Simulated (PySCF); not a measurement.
A geometry optimisation on `C[NH][GeH2][CH3]`.

Method: PBE0-D3(BJ)/def2-SVP geometry optimisation, gas phase (PySCF 2.14.0). Start geometry: GFN2-xTB. A driver script takes a list of jobs; this job's settings line and coordinates (Å) are shown.

Command:
```bash
OMP_NUM_THREADS=1 python probes_run.py task.json out
```

Input:
```
{"job": {"xc": "PBE0", "basis": "def2-SVP", "d3": "d3bj", "grid": 1, "shake": 0.01, "kind": "geom"}, "charge": 0, "multiplicity": 1}
C      1.805430     0.434120     0.223300
N      0.938420    -0.713780     0.407290
Ge    -0.693570    -0.885920    -0.423310
C     -1.748080     0.663190     0.078630
H      1.162810     1.344570     0.292760
H      2.543600     0.501190     0.997130
H      2.298190     0.482280    -0.754230
H      1.523060    -1.543840     0.401090
H     -1.194400    -2.184170     0.137470
H     -0.605100    -1.011810    -1.920430
H     -1.744310     0.819800     1.164550
H     -2.813210     0.502460    -0.189620
H     -1.467000     1.575010    -0.424950
```

Output:
```
step   0  E = -2212.59642219  max force = 0.038268
step   1  E = -2212.60068670  max force = 0.008466
step   2  E = -2212.60118001  max force = 0.001354
step   3  E = -2212.60122289  max force = 0.000420
step   4  E = -2212.60125270  max force = 0.000707
step   5  E = -2212.60127398  max force = 0.000644
step   6  E = -2212.60129444  max force = 0.000394
step   7  E = -2212.60130958  max force = 0.000340
step   8  E = -2212.60131778  max force = 0.000258
optimisation converged
```

Energies in Eh; «max force» is the largest Cartesian gradient component in Eh/bohr.

Task: How much energy does the optimisation release, in kJ/mol?

Result: E(step 0) − E(last step) = 0.004896 Eh, which is 12.9 kJ/mol.

In short: final energy -2212.60132 Eh after 8 steps; dipole 0.43 D.

Task: Where do the atoms end?

Result: 0.114 Å rms from the input after alignment:
```
atom  x, y, z in Å
C1     1.6339    0.6824    0.3442
N2     0.8703   -0.5033    0.6521
Ge3   -0.6873   -0.8674   -0.2556
C4    -1.9866    0.5142    0.1872
H5     0.9738    1.5654    0.3367
H6     2.3939    0.8732    1.1216
H7     2.1601    0.6661   -0.6334
H8     1.4609   -1.3193    0.7805
H9    -1.1387   -2.2580    0.2340
H10   -0.4914   -0.9128   -1.7977
H11   -2.0632    0.6134    1.2794
H12   -2.9759    0.2600   -0.2199
H13   -1.6824    1.4840   -0.2335
```

Task: How long does this job take on an Arm Neoverse V2 with one thread, no GPU, shared host? And the peak memory of the process?

Result: About 42 s, with 0.51 GiB resident at the peak, the Python interpreter and its libraries included.
Labels such as C1 count atoms from 1, the log's own numbers from 0.
